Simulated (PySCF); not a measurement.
Compound: tetrahydro-4H-pyran-4-one, C₅H₈O₂.
SMILES: `O=C1CCOCC1`

The closed-shell ground state was solved at several levels (PySCF, density fitting, gas phase, non-relativistic). The structure is a single GFN2-xTB conformer in the gas phase; no vibrational or solvent corrections.

```
              level  basis functions  HOMO (eV)  LUMO (eV)  gap (eV)  dipole (D)
      PBE0/pcSseg-1              159      -7.20      -0.57      6.63        1.78
CAM-B3LYP/def2-SVPD              210      -8.76       0.39      9.15        1.92
```

Question: What might B3LYP/pcJ-1 (269 basis functions) give for the same quantities?

Answer: HOMO -6.94 eV, LUMO -0.81 eV, gap 6.13 eV, dipole 1.79 D.

Question: Over all these levels, which gives the widest orbital gap and which the narrowest?

Answer: CAM-B3LYP/def2-SVPD (range-separated hybrid) has the widest, 9.15 eV, and B3LYP/pcJ-1 (global hybrid, 20 % exact exchange) the narrowest, 6.13 eV. Functional and basis both differ between the two, so the spread mixes both effects.

Question: How far do the dipole and the HOMO energy spread over the levels?

Answer: The dipole runs from 1.78 to 1.92 D (mean 1.83 D) and the HOMO from -8.76 to -6.94 eV.
